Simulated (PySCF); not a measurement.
C2H6BFN2, SMILES C=C(F)B(N)N. Atoms are numbered in the order given.

```xyz
12

C      1.8918     0.6211    -0.0474
C      0.7901    -0.1292     0.1361
F      0.9573    -1.3863     0.6551
B     -0.7297     0.2244    -0.1666
N     -1.6763    -0.7912     0.1234
N     -1.0788     1.4953    -0.6978
H      1.8087     1.6355    -0.4623
H      2.8942     0.2453     0.2088
H     -1.3665    -1.6839     0.5034
H     -2.6817    -0.7155    -0.0150
H     -2.0343     1.7747    -0.9113
H     -0.3930     2.2190    -0.8976
```
Charge 0, spin multiplicity 1.

Coordinates come from a PBE-D3(BJ)/def2-SVP optimisation. A frequency run showed that this geometry is not a minimum. This is a generated structure with no PubChem entry under its InChIKey; it may be hypothetical. Other conformers were not sampled.

All values below come from PBE0/def2-TZVP (PySCF).

| Property | Value |
|---|---|
| total energy | -313.86693 hartree |
| highest occupied level | -7.05 eV |
| lowest empty level | -0.30 eV |
| orbital gap | 6.75 eV |
| dipole moment | 2.34 D |
| quadrupole, principal values (traceless, Buckingham form, about the centre of nuclear charge) | -10.08, 2.07, 8.01 D·Å |
| mean static polarisability | 55.1 bohr³ (8.16 Å³) |
| polarisability, principal values | 37.4, 55.7, 72.2 bohr³ |
